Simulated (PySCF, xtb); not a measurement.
Bi(Cl)2(OH) (BiCl2HO), SMILES [OH][Bi]([Cl])[Cl]. Other conformers were not sampled.

Harmonic wavenumbers (cm⁻¹) from GFN2-xTB (xtb 6.7.1) at its own minimum, in rising order: 94, 122, 139, 270, 286, 303, 466, 868, 3655.

Problem. What does PBE0-D3(BJ)/def2-SVP in PySCF give at its own minimum? (Estimate from the structure and the level; the computed values follow.)

Solution. 96, 105, 147, 235, 332, 344, 587, 832, 3857. Paired by order, the mean absolute difference is 57 cm⁻¹ and the zero-point energies are 8.9 and 9.3 kcal/mol.
